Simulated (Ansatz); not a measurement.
Relaxation of C₂H₇AlB₂S (13 atoms, charge 0, multiplicity 1), to a largest force component of 0.02 eV/Å in at most 40 steps.

All numbers below come from UKS B3LYP-D4/STO-3G in Ansatz.

```xyz
13
Properties=species:S:1:pos:R:3
B -1.809 -0.466 -1.329
C -0.565 -0.975 -0.642
C -0.034 -0.426 0.441
Al 1.693 -1.243 1.233
S -0.678 1.005 1.284
B 0.331 2.246 0.276
H -2.248 -0.964 -2.298
H -2.385 0.549 -0.939
H -0.103 -1.831 -1.051
H 2.284 -0.619 2.567
H 2.255 -2.543 0.573
H 1.429 2.559 0.655
H -0.150 2.675 -0.754
```

Question: Where does it end, and by what steps?

Answer: It converged. Limits of this set-up: minimal basis. After 27 steps the energy has fallen by 2.388 eV; H13 moved furthest, 2.10 Å.

```csv
step,energy less start (eV),largest force component (eV/Å),accepted
0,0.0000,4.367,yes
1,-0.5549,1.192,yes
2,-0.6150,0.955,yes
3,-0.6974,0.286,yes
4,-0.7284,0.237,yes
5,-0.8112,0.542,yes
6,-0.9062,0.680,yes
7,-0.9989,0.348,yes
8,-1.0437,0.389,yes
9,-1.0797,0.369,yes
10,-1.1457,0.583,yes
11,-1.2789,0.602,yes
12,-1.4621,0.680,yes
13,-1.6377,0.760,yes
14,-1.7644,0.770,yes
15,-1.8693,1.165,yes
16,-2.0220,0.903,yes
17,-2.1276,0.445,yes
18,-2.1849,0.600,yes
19,-2.2239,1.045,yes
20,-2.2672,0.909,yes
21,-2.3315,0.637,yes
22,-2.3615,0.271,yes
23,-2.3643,0.419,yes
24,-2.3683,0.275,yes
25,-2.3295,0.387,no
26,-2.3875,0.034,yes
27,-2.3881,0.020,yes
```

```xyz
13
Properties=species:S:1:pos:R:3
B -2.198 -0.897 -1.358
C -0.894 -1.173 -0.619
C -0.055 -0.254 -0.046
Al 1.602 -0.602 0.904
S -0.487 1.520 -0.143
B 0.899 2.155 0.684
H -2.827 -1.780 -1.806
H -2.591 0.199 -1.488
H -0.564 -2.221 -0.519
H 1.503 -0.910 2.365
H 2.842 -0.792 0.087
H 1.744 1.421 1.095
H 1.047 3.298 0.859
```

Whether the end is a true minimum wasn't checked by a vibrational analysis.

Run time: 4.3 min on 1 thread of Arm Neoverse N1, on a shared host, peak memory 0.18 GiB.
